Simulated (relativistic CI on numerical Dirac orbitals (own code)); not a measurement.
# Calculated levels, Kr33+

Method of calculation: Dirac-Coulomb-Breit CI, separate exchange-only KLI orbitals for each configuration, model QED (radiative potential, 1s self-energy scaled to tabulated hydrogen-like ionisation energies), unscaled Slater integrals (own radial code, finite nucleus).

Configurations in the expansion (outside the closed core 1s2): 2s, 2p, 3s, 3p, 3d, 4s, 4p, 4d, 4f, 5s, 5p, 5d, 5f, 5g. Levels of other configurations are missing.

The lowest level is 2s ²S1/2, with 100 % of that term; Hund's rules for 2s give ²S with J = 1/2, in agreement.

```tsv
No.	Configuration	Term	J	E (eV)	%	Next component (%)	Lifetime (s)	jj configuration (%)
1	2s	²S	1/2	0.00	100			2s (100)
2	2p	²P°	1/2	71.40	100		3.57e-10	2p1/2 (100)
3	2p	²P°	3/2	136.32	100		4.96e-11	2p3/2 (100)
4	3s	²S	1/2	2305.67	100		8.97e-14	3s (100)
5	3p	²P°	1/2	2325.49	100		3.22e-14	3p1/2 (100)
6	3p	²P°	3/2	2344.72	100		3.45e-14	3p3/2 (100)
7	3d	²D	3/2	2351.89	100		1.12e-14	3d3/2 (100)
8	3d	²D	5/2	2357.94	100		1.15e-14	3d5/2 (100)
9	4s	²S	1/2	3101.63	100		1.31e-13	4s (100)
10	4p	²P°	1/2	3109.78	100		5.47e-14	4p1/2 (100)
11	4p	²P°	3/2	3117.88	100		5.79e-14	4p3/2 (100)
12	4d	²D	3/2	3120.86	100		2.59e-14	4d3/2 (100)
13	4d	²D	5/2	3123.41	100		2.66e-14	4d5/2 (100)
14	4f	²F°	5/2	3123.57	100		5.36e-14	4f5/2 (100)
15	4f	²F°	7/2	3124.84	100		5.40e-14	4f7/2 (100)
16	5s	²S	1/2	3467.07	100		2.04e-13	5s (100)
17	5p	²P°	1/2	3471.19	100		9.24e-14	5p1/2 (100)
18	5p	²P°	3/2	3475.33	100		9.75e-14	5p3/2 (100)
19	5d	²D	3/2	3476.85	100		4.95e-14	5d3/2 (100)
20	5d	²D	5/2	3478.15	100		5.10e-14	5d5/2 (100)
21	5f	²F°	5/2	3478.24	100		1.03e-13	5f5/2 (100)
22	5f	²F°	7/2	3478.89	100		1.04e-13	5f7/2 (100)
23	5g	²G	7/2	3478.90	100		1.75e-13	5g7/2 (100)
24	5g	²G	9/2	3479.28	100		1.75e-13	5g9/2 (100)
```

Energies count from the lowest computed level; ° marks odd parity; lifetimes are radiative, by E1, M1, E2, M2 decay to levels of this space only. Filled j subshells are mostly left out of the jj labels.

The mean weight of the leading LS term, summed over parents, in these 24 levels is 100 %, and that of the leading jj configuration (from the same eigenvectors) 100 %.

At this charge energies of transitions that change n are usually good to better than 1 %, and those within a shell (Δn = 0) to a few per cent.
